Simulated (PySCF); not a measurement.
This PySCF input asks for the NMR shieldings of SMILES o1ccc([Si@@H](CC)S)c1, C6H10OSSi; the geometry comes from GFN2-xTB.

```python
import basis_set_exchange as bse
import numpy as np
from pyscf import gto, dft
from pyscf.prop import nmr

atoms = """
C     2.190237   -0.899868   -0.600818
C     2.000539   -0.064470    0.663069
Si    0.509230    1.110848    0.553602
S     0.918542    2.463684   -1.086652
C    -1.066965    0.185773    0.155930
C    -1.928446   -0.488805    1.069583
C    -2.921096   -1.041177    0.327509
O    -2.744146   -0.766135   -0.976949
C    -1.629607   -0.030712   -1.071423
H     3.049848   -1.560014   -0.499840
H     1.310010   -1.509648   -0.795850
H     2.356222   -0.254262   -1.460287
H     2.906930    0.513891    0.847434
H     1.872697   -0.727495    1.519787
H     0.349476    1.920067    1.764545
H    -0.271850    3.040654   -1.092752
H    -1.807995   -0.541190    2.131697
H    -3.777738   -1.628406    0.593740
H    -1.325691    0.286516   -2.049786
"""
names = dict.fromkeys(["C", "Si", "S", "O", "H"], "pcSseg-1")
basis = {el: gto.basis.parse(bse.get_basis(n, elements=[el], fmt="nwchem")) for el, n in names.items()}
mol = gto.M(atom=atoms, basis=basis, charge=0, verbose=0)
mf = dft.RKS(mol, xc="PBE0")
mf.grids.level = 2
mf.grids.alignment = dft.numint.BLKSIZE   # the property module wants whole blocks of grid points
mf.conv_tol = 1e-9
mf.kernel()

calc = nmr.RKS(mf)   # GIAO
C = mf.mo_coeff
Co = C[:, mf.mo_occ > 0]
resp = mf.gen_response(singlet=True, hermi=2)
def vind(x):   # induced exchange potential for any number of trial vectors
    d = np.einsum("pi,xij,qj->xpq", C, 2 * x.reshape(-1, C.shape[1], Co.shape[1]), Co, optimize=True)
    return np.einsum("xpq,pi,qj->xij", resp(d - d.transpose(0, 2, 1)), C, Co, optimize=True).ravel()
mo1, _ = nmr.rhf.solve_mo1(calc, with_cphf=vind)
sigma = calc.kernel(mo1)
for i, s in enumerate(sigma):   # ppm
    w = np.linalg.eigvalsh((s + s.T) / 2)
    print("%2d %-2s iso %8.1f  s11 %8.1f  s22 %8.1f  s33 %8.1f" % (i, mol.atom_pure_symbol(i), w.mean(), *w))
```

Question: Give the expected output.

Answer: 
```
 0 C  iso    178.6  s11    174.1  s22    175.4  s33    186.4
 1 C  iso    177.0  s11    176.4  s22    176.6  s33    178.1
 2 Si iso    360.8  s11    339.5  s22    362.0  s33    380.9
 3 S  iso    761.1  s11    647.8  s22    714.3  s33    921.4
 4 C  iso     65.5  s11     -7.6  s22     37.8  s33    166.2
 5 C  iso     67.0  s11    -25.2  s22     67.1  s33    159.2
 6 C  iso     38.4  s11    -40.2  s22     49.0  s33    106.5
 7 O  iso     20.2  s11   -136.7  s22    -63.1  s33    260.2
 8 C  iso     30.4  s11    -53.3  s22     40.6  s33    103.8
 9 H  iso     30.5  s11     25.0  s22     27.6  s33     38.9
10 H  iso     30.9  s11     25.3  s22     31.5  s33     35.9
11 H  iso     30.5  s11     25.1  s22     30.8  s33     35.8
12 H  iso     30.7  s11     26.6  s22     27.9  s33     37.6
13 H  iso     30.8  s11     26.3  s22     28.2  s33     37.8
14 H  iso     26.0  s11     21.8  s22     24.3  s33     31.9
15 H  iso     31.7  s11     23.6  s22     28.3  s33     43.2
16 H  iso     25.1  s11     22.6  s22     24.8  s33     27.8
17 H  iso     24.1  s11     21.0  s22     25.0  s33     26.1
18 H  iso     24.0  s11     19.9  s22     23.5  s33     28.6
```

These numbers come from an equivalent density-fitted implementation of the same equations, which agrees with the script to about 0.01 ppm for H and up to a few tenths of a ppm for heavy atoms, so last digits may differ.

Size and cost of the density-fitted run: 217 basis functions, 59 s wall time on 1 thread of an Arm Neoverse V1, shared host; peak memory 1 GiB.
